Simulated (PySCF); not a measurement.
## Steps of a relaxation of Ce(NH2)3(H2O)

Ce(NH2)3(H2O) (singlet in the valence; each metal's 4f electrons, 1 of them, lie in its core potential, out of spins and levels). PySCF 2.14.0, RKS PBE0, Ce lcecp-1-SVP with ECP47, N def2-SVP, H def2-SVP, O def2-SVP; non-relativistic Hamiltonian with scalar-relativistic core potentials where named; density fitting; no spin-orbit coupling. Origin of the start: template. Columns: position (Å) and force (eV/Å). Energies are counted from the last step; some of the 30 steps are shown. Forces carry noise of the integration grid, about 0.01 to 0.03 eV/Å.

Run from Python with OMP_NUM_THREADS=2. Where DIIS fails, smearing, a level shift and second-order steps follow.
It took 3.9 min on 2 threads of Intel(R) Xeon(R) Platinum 8488C (Sapphire Rapids), on a shared host, from the converged density of the start.

```xyz
13
step 0  E = 0.480 eV
Ce    0.0232   -0.0232    0.0232     0.82   -0.82    0.73
N     1.3781    1.3317    1.3781    -0.56   -0.36   -0.84
H     2.3056    1.0854    1.7187     0.01    0.19    0.13
H     1.1318    2.2592    1.7187     0.22    0.02    0.26
N    -1.3317   -1.3781    1.3781     0.36    0.56   -0.84
H    -2.2592   -1.1318    1.7187    -0.02   -0.22    0.26
H    -1.0854   -2.3056    1.7187    -0.19   -0.01    0.13
N     1.3781   -1.3781   -1.3317    -0.74    0.74    0.45
H     1.1318   -2.3056   -1.6723     0.21   -0.08   -0.06
H     2.3056   -1.1318   -1.6723     0.08   -0.21   -0.06
O    -1.4476    1.4476   -1.4476    -0.42    0.42   -0.32
H    -2.1026    2.1026   -1.1595     0.17   -0.17   -0.06
H    -1.4739    1.4739   -2.4169     0.07   -0.07    0.22
```

```xyz
13
step 10  E = 0.141 eV
Ce    0.1521   -0.1521    0.1717    -0.17    0.17   -0.06
N     1.3487    1.4522    1.3151     0.45   -0.22   -0.05
H     2.3825    1.4656    1.3446    -0.50    0.12   -0.09
H     1.0526    2.0884    2.0523     0.00    0.08    0.14
N    -1.4522   -1.3487    1.3151     0.22   -0.45   -0.05
H    -2.0884   -1.0526    2.0523    -0.08    0.00    0.14
H    -1.4656   -2.3825    1.3446    -0.12    0.50   -0.09
N     1.3724   -1.3724   -1.3343    -0.02    0.02    0.05
H     1.1589   -2.3073   -1.6836     0.00   -0.04   -0.03
H     2.3073   -1.1589   -1.6836     0.04    0.00   -0.03
O    -1.3969    1.3969   -1.3940     0.19   -0.19    0.04
H    -2.0616    2.0616   -1.1899    -0.04    0.04    0.07
H    -1.3555    1.3555   -2.3560     0.02   -0.02   -0.01
```

```xyz
13
step 19  E = 0.010 eV
Ce    0.2053   -0.2053    0.2918    -0.02    0.02    0.01
N     1.3176    1.4943    1.3666     0.04   -0.02    0.09
H     2.2214    1.8830    1.0881    -0.03    0.02   -0.03
H     1.1088    1.9423    2.2609    -0.02   -0.01   -0.01
N    -1.4943   -1.3176    1.3666     0.02   -0.04    0.09
H    -1.9423   -1.1088    2.2609     0.01    0.02   -0.01
H    -1.8830   -2.2214    1.0881    -0.02    0.03   -0.03
N     1.3197   -1.3197   -1.3714     0.02   -0.02   -0.03
H     1.0755   -2.2207   -1.7841    -0.01   -0.05   -0.02
H     2.2207   -1.0755   -1.7841     0.05    0.01   -0.02
O    -1.1916    1.1916   -1.3665    -0.01    0.01    0.03
H    -1.8524    1.8524   -1.1349    -0.02    0.02   -0.05
H    -1.1511    1.1511   -2.3277     0.00    0.00   -0.01
```

Q: Where does the relaxation end?

A: It converges at step 29 in Cs:
```xyz
13
step 29  E = 0
Ce    0.2180   -0.2180    0.2951
N     1.3145    1.4637    1.4085
H     2.1596    1.9530    1.1081
H     1.0834    1.8682    2.3180
N    -1.4637   -1.3145    1.4085
H    -1.8682   -1.0834    2.3180
H    -1.9530   -2.1596    1.1081
N     1.3091   -1.3091   -1.4154
H     1.0622   -2.2081   -1.8343
H     2.2081   -1.0622   -1.8343
O    -1.1788    1.1788   -1.3756
H    -1.8508    1.8508   -1.2201
H    -1.0861    1.0861   -2.3302
```

Q: How did the contacts change?

A: 
| contact | start (Å) | end (Å) |
| --- | --- | --- |
| Ce1–N2 (NH2) | 2.347 | 2.296 |
| Ce1–N5 (NH2) | 2.347 | 2.296 |
| Ce1–N8 (NH2) | 2.347 | 2.304 |
| Ce1–O11 (H2O) | 2.548 | 2.587 |


No frequency check is given that shows the relaxed geometry to be a minimum. An lcecp potential fixes the number of 4f electrons, so in runs with it no electron can move into or out of that shell.
